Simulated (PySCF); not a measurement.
## Finite-field polarisability of Cd (cadmium, neutral)

[Kr] 4d10 5s2, closed-shell 1S. Computed with PySCF 2.14 in ANO-RCC-VTZP, with scalar relativity by spin-free X2C-1e. Frozen: [Kr]. Energy changes in a uniform field (μhartree):

| axis | F (au) | HF | MP2 | CCSD | CCSD(T) |
| --- | --- | --- | --- | --- | --- |
| x | 0.0018 | -100.431 | -64.077 | -75.025 | -72.234 |
| x | 0.0036 | -401.654 | -256.413 | -300.108 | -288.955 |

Q: Derive α along x at CCSD(T) from the two fields.

A: With ΔE = −αF²/2 − γF⁴/24, α = −(16 ΔE(F) − ΔE(2F))/(6F²) = 44.59 bohr³.

Q: And the mean polarisability at each level?

A: HF 62.00, MP2 39.55, CCSD 46.31, CCSD(T) 44.59 bohr³. Reference: 46 ± 2 bohr³ (recommended; Schwerdtfeger and Nagle, table of static dipole polarizabilities (2023 update)).

The basis has no added diffuse functions, which lowers α.
